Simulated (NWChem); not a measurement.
tert-butyl chloride (C4H9Cl); SMILES CC(C)(C)Cl

Program: NWChem. Pople sets run with spherical d functions. B3LYP is NWChem's, with the RPA form of VWN correlation. Each level has its own optimisation; frequencies are unscaled.

```tsv
level	r C–C (Å)	r C–Cl (Å)	highest harmonic frequency (cm⁻¹)	lowest (cm⁻¹)	zero-point energy (kcal/mol)	dipole (D)
Hartree-Fock/STO-3G	1.547	1.843	?	236	?	?
Hartree-Fock/3-21G	1.523	1.920	3298	270	82.5	3.35
Hartree-Fock/6-31G*	1.525	1.835	3302	257	82.4	2.59
B3LYP/6-31G*	1.529	1.863	3147	237	77.3	2.44
LDA (Slater exchange, VWN5)/def2-SVP	1.509	1.822	3079	237	74.0	1.87
PBE/def2-SVP	1.529	1.854	3084	232	74.3	1.99
BLYP/def2-SVP	1.538	1.883	3056	229	74.1	1.99
PBE0/def2-SVP	1.520	1.831	3174	239	76.8	2.08
```

**Question.** Fill in the missing entries.

**Answer.** 
- Hartree-Fock/STO-3G, highest harmonic frequency (cm⁻¹): 3768
- Hartree-Fock/STO-3G, zero-point energy (kcal/mol): 91.7
- Hartree-Fock/STO-3G, dipole (D): 2.78
